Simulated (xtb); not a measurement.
xtb input (GFN2-xTB):

```bash
xtb mol.xyz --gfn 2 --sp --chrg 0 --uhf 0
```
mol.xyz:
```
10

C     -1.25853333    -0.85987455     0.30577813
C     -0.27444229     0.18596863    -0.11936502
F     -0.35540376     0.41305842    -1.47350774
F     -0.54637870     1.38993826     0.48754089
C      1.20446434    -0.10978173     0.17198250
O      1.58642023    -1.10969521     0.70727740
H     -1.19047236    -1.01408797     1.38106963
H     -2.26230202    -0.52916018     0.04328446
H     -1.03686620    -1.79981813    -0.19625339
H      1.88538849     0.69578374    -0.16299196
```

Output:

```
           -------------------------------------------------
          |                Calculation Setup                |
           -------------------------------------------------

           -------------------------------------------------
          |                 G F N 2 - x T B                 |
           -------------------------------------------------

        Reference                      10.1021/acs.jctc.8b01176
      * Hamiltonian:
        H0-scaling (s, p, d)           1.850000    2.230000    2.230000
        zeta-weighting                 0.500000
      * Dispersion:
        s8                             2.700000
        a1                             0.520000
        a2                             5.000000
        s9                             5.000000
      * Repulsion:
        kExp                           1.500000    1.000000
        rExp                           1.000000
      * Coulomb:
        alpha                          2.000000
        third order                    shell-resolved
        anisotropic                    true
        a3                             3.000000
        a5                             4.000000
        cn-shift                       1.200000
        cn-exp                         4.000000
        max-rad                        5.000000

          ...................................................
          :                      SETUP                      :
          :.................................................:
          :  # basis functions                  28          :
          :  # atomic orbitals                  28          :
          :  # shells                           16          :
          :  # electrons                        36          :
          :  max. iterations                   250          :
          :  Hamiltonian                  GFN2-xTB          :
          :  restarted?                      false          :
          :  GBSA solvation                  false          :
          :  PC potential                    false          :
          :  electronic temp.          300.0000000     K    :
          :  accuracy                    1.0000000          :
          :  -> integral cutoff          0.2500000E+02      :
          :  -> integral neglect         0.1000000E-07      :
          :  -> SCF convergence          0.1000000E-05 Eh   :
          :  -> wf. convergence          0.1000000E-03 e    :
          :  Broyden damping             0.4000000          :
          :  net charge                          0          :
          :  unpaired electrons                  0          :
          ...................................................

 iter      E             dE          RMSdq      gap      omega  full diag
   1    -22.0655618 -0.220656E+02  0.503E+00    3.80       0.0  T
   2    -22.1078367 -0.422749E-01  0.259E+00    3.30       1.0  T
   3    -22.1104029 -0.256620E-02  0.163E+00    3.48       1.0  T
   4    -22.1141715 -0.376859E-02  0.217E-01    3.27       1.0  T
   5    -22.1144656 -0.294037E-03  0.902E-02    3.34       1.0  T
   6    -22.1144841 -0.185381E-04  0.298E-02    3.34       1.1  T
   7    -22.1144845 -0.407911E-06  0.908E-03    3.34       3.5  T
   8    -22.1144846 -0.928171E-07  0.252E-03    3.34      12.6  T
   9    -22.1144846 -0.240282E-08  0.456E-04    3.34      69.4  T
  10    -22.1144846 -0.762633E-09  0.130E-04    3.34     243.3  T

   *** convergence criteria satisfied after 10 iterations ***

         #    Occupation            Energy/Eh            Energy/eV
      -------------------------------------------------------------
         1        2.0000           -0.8575402             -23.3349
       ...           ...                  ...                  ...
        12        2.0000           -0.5316859             -14.4679
        13        2.0000           -0.5223161             -14.2129
        14        2.0000           -0.5212261             -14.1833
        15        2.0000           -0.5125825             -13.9481
        16        2.0000           -0.5088299             -13.8460
        17        2.0000           -0.4994647             -13.5911
        18        2.0000           -0.4439561             -12.0807 (HOMO)
        19                         -0.3210970              -8.7375 (LUMO)
        20                          0.0048349               0.1316
        21                          0.0129121               0.3514
        22                          0.0219646               0.5977
        23                          0.1222678               3.3271
       ...                                ...                  ...
        28                          0.5740253              15.6200
      -------------------------------------------------------------
                  HL-Gap            0.1228590 Eh            3.3432 eV
             Fermi-level           -0.3825266 Eh          -10.4091 eV

 SCC (total)                   0 d,  0 h,  0 min,  0.004 sec
 SCC setup                      ...        0 min,  0.000 sec (  1.604%)
 Dispersion                     ...        0 min,  0.000 sec (  1.054%)
 classical contributions        ...        0 min,  0.000 sec (  0.297%)
 integral evaluation            ...        0 min,  0.001 sec ( 14.773%)
 iterations                     ...        0 min,  0.002 sec ( 50.710%)
 molecular gradient             ...        0 min,  0.001 sec ( 29.663%)
 printout                       ...        0 min,  0.000 sec (  1.735%)

         :::::::::::::::::::::::::::::::::::::::::::::::::::::
         ::                     SUMMARY                     ::
         :::::::::::::::::::::::::::::::::::::::::::::::::::::
         :: total energy             -21.962907164234 Eh    ::
         :: gradient norm              0.021271162275 Eh/a0 ::
         :: HOMO-LUMO gap              3.343164463589 eV    ::
         ::.................................................::
         :: SCC energy               -22.114482171552 Eh    ::
         :: -> isotropic ES            0.044953109192 Eh    ::
         :: -> anisotropic ES          0.000918249938 Eh    ::
         :: -> anisotropic XC         -0.006777643697 Eh    ::
         :: -> dispersion             -0.004678317654 Eh    ::
         :: repulsion energy           0.151575007318 Eh    ::
         :: add. restraining           0.000000000000 Eh    ::
         :: total charge              -0.000000000000 e     ::
         :::::::::::::::::::::::::::::::::::::::::::::::::::::

           -------------------------------------------------
          |                Property Printout                |
           -------------------------------------------------

    * Orbital Energies and Occupations

         #    Occupation            Energy/Eh            Energy/eV
      -------------------------------------------------------------
         1        2.0000           -0.8575402             -23.3349
       ...           ...                  ...                  ...
         6        2.0000           -0.6273956             -17.0723
         7        2.0000           -0.6181214             -16.8199
         8        2.0000           -0.6072480             -16.5241
         9        2.0000           -0.5845304             -15.9059
        10        2.0000           -0.5766188             -15.6906
        11        2.0000           -0.5647665             -15.3681
        12        2.0000           -0.5316859             -14.4679
        13        2.0000           -0.5223161             -14.2129
        14        2.0000           -0.5212261             -14.1833
        15        2.0000           -0.5125825             -13.9481
        16        2.0000           -0.5088299             -13.8460
        17        2.0000           -0.4994647             -13.5911
        18        2.0000           -0.4439561             -12.0807 (HOMO)
        19                         -0.3210970              -8.7375 (LUMO)
        20                          0.0048349               0.1316
        21                          0.0129121               0.3514
        22                          0.0219646               0.5977
        23                          0.1222678               3.3271
        24                          0.1347119               3.6657
        25                          0.1645711               4.4782
        26                          0.2096654               5.7053
        27                          0.2183967               5.9429
        28                          0.5740253              15.6200
      -------------------------------------------------------------
                  HL-Gap            0.1228590 Eh            3.3432 eV
             Fermi-level           -0.3825266 Eh          -10.4091 eV

     #   Z          covCN         q      C6AA      α(0)
     1   6 C        3.755    -0.129    23.026     6.842
     2   6 C        3.517     0.312    17.018     6.087
     3   9 F        0.788    -0.227    11.513     4.008
     4   9 F        0.788    -0.227    11.513     4.008
     5   6 C        2.758     0.202    23.699     7.972
     6   8 O        0.856    -0.259    19.058     5.853
     7   1 H        0.925     0.084     1.939     2.178
     8   1 H        0.925     0.087     1.909     2.160
     9   1 H        0.925     0.084     1.939     2.178
    10   1 H        0.922     0.071     2.071     2.250

 Mol. C6AA /au·bohr⁶  :        921.958434
 Mol. C8AA /au·bohr⁸  :      19757.972733
 Mol. α(0) /au        :         43.536573

Wiberg/Mayer (AO) data.
largest (>0.10) Wiberg bond orders for each atom

 ---------------------------------------------------------------------------
     #   Z sym  total        # sym  WBO       # sym  WBO       # sym  WBO
 ---------------------------------------------------------------------------
     1   6 C    3.979 --     2 C    0.999     7 H    0.976     9 H    0.976
                             8 H    0.976
     2   6 C    3.846 --     1 C    0.999     3 F    0.927     4 F    0.927
                             5 C    0.922
     3   9 F    1.043 --     2 C    0.927
     4   9 F    1.043 --     2 C    0.927
     5   6 C    3.908 --     6 O    1.996    10 H    0.928     2 C    0.922
     6   8 O    2.133 --     5 C    1.996
     7   1 H    0.993 --     1 C    0.976
     8   1 H    0.992 --     1 C    0.976
     9   1 H    0.993 --     1 C    0.976
    10   1 H    0.995 --     5 C    0.928
 ---------------------------------------------------------------------------

Topologies differ in total number of bonds
Writing topology from bond orders to xtbtopo.mol

molecular dipole:
                 x           y           z       tot (Debye)
 q only:       -0.257      -0.391       0.170
   full:       -0.233      -0.283       0.118       0.980
molecular quadrupole (traceless):
                xx          xy          yy          xz          yz          zz
 q only:        2.710       5.009      -1.217      -2.136       0.604      -1.493
  q+dip:        4.038       6.273      -1.818      -2.575       0.712      -2.220
   full:        3.281       6.095      -1.969      -2.682       1.398      -1.312

           -------------------------------------------------
          | TOTAL ENERGY              -21.962907164234 Eh   |
          | GRADIENT NORM               0.021271162275 Eh/α |
          | HOMO-LUMO GAP               3.343164463589 eV   |
           -------------------------------------------------

------------------------------------------------------------------------
------------------------------------------------------------------------
 total:
 SCF:
Note: The following floating-point exceptions are signalling: IEEE_UNDERFLOW_FLAG IEEE_DENORMAL
normal termination of xtb
```
